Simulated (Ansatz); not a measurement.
```yaml
crystal:
  periodic: [false, false, false]
  atoms:
    - {symbol: C, position_ang: [1.409780, 1.432536, -0.908954]}
    - {symbol: Y, position_ang: [0.257821, -0.190298, 0.364906]}
    - {symbol: C, position_ang: [-1.990056, 0.298083, 0.906672]}
    - {symbol: N, position_ang: [0.806066, -2.235871, 0.120244]}
    - {symbol: H, position_ang: [0.791982, 2.319713, -1.106607]}
    - {symbol: H, position_ang: [1.719013, 1.045841, -1.890368]}
    - {symbol: H, position_ang: [2.331144, 1.801979, -0.434839]}
    - {symbol: H, position_ang: [-2.144170, 1.344990, 1.204002]}
    - {symbol: H, position_ang: [-2.423650, -0.321596, 1.703295]}
    - {symbol: H, position_ang: [-2.632629, 0.142772, 0.026763]}
    - {symbol: H, position_ang: [1.621026, -2.592880, -0.366212]}
    - {symbol: H, position_ang: [0.253672, -3.045270, 0.381107]}
basis:
  gaussian: {orbitals: cc-pVTZ-DK, fitting: {mean_field: cc-pVTZ-jkfit}}
hamiltonian: {xc: {name: wPBEh}}
```

```sh
$ ansatz run in.yaml --threads 4 --pin off --events-out ev --progress --plain --max-ram 10444MiB
```

Task: How does Ansatz answer? (An estimate is asked.)

Result: Computed: The input was rejected before any iteration.
```
Functional definition: wPBEh
Error: <dir> the basis set cc-pVTZ-JKFIT has no functions for Y
```
